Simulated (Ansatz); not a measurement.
System: TlCl, charge 0, singlet. TlCl (SMILES [Cl][Tl]).
B3LYP-D3(BJ)/def2-TZVP minimum from Ansatz (an electronic-structure program):
```
Cl
Tl 1 2.5322
```

Total energies in hartree (Ansatz). Radicals and triplets start from unrestricted determinants; spin-orbit coupling is neglected. Cores are frozen in correlated methods (noble-gas shells, and filled d and f shells in the p block). Past Kr the def2 sets carry scalar-relativistic core potentials. Where a partner has so few electrons that a lower coupled-cluster level is exact, that level stands in. Spin-orbit terms, left out, reach several kcal/mol for Br and I, and more for heavier atoms.

```tsv
species	HF/def2-TZVPP	CCSD(T)/def2-TZVPP	HF/def2-QZVPP	CCSD(T)/def2-QZVPP	CCSDT(Q)/def2-QZVPP
1: TlCl (SMILES [Cl][Tl])	-631.10830	-631.37025	-631.12206	-631.40782	-631.40899
2: Tl (doublet)	-171.51500	-171.55073	-171.51555	-171.55246	-171.55262
3: Cl (doublet)	-459.47685	-459.66464	-459.48954	-459.69535	-459.69632
```

Problem. Work out the atomisation energy (electronic, to ground-state atoms) in kcal/mol: take Hartree-Fock from def2-QZVPP, extrapolate the CCSD(T) correlation energy as X^-3 (X = 3, 4), and add CCSDT(Q) - CCSD(T) in def2-QZVPP. 1 hartree = 627.51 kcal/mol.

Solution. 
Species 1: correlation (64·(-0.28576) - 27·(-0.26195))/37 = -0.30313; step -0.00117; E1 = -631.12206 + (-0.30313) + (-0.00117) = -631.42636
Species 2: correlation (64·(-0.03691) - 27·(-0.03573))/37 = -0.03777; step -0.00016; E2 = -171.51555 + (-0.03777) + (-0.00016) = -171.55348
Species 3: correlation (64·(-0.20581) - 27·(-0.18779))/37 = -0.21896; step -0.00097; E3 = -459.48954 + (-0.21896) + (-0.00097) = -459.70947
-1·E1 +1·E2 +1·E3 = 0.16341 hartree = 102.5 kcal/mol.
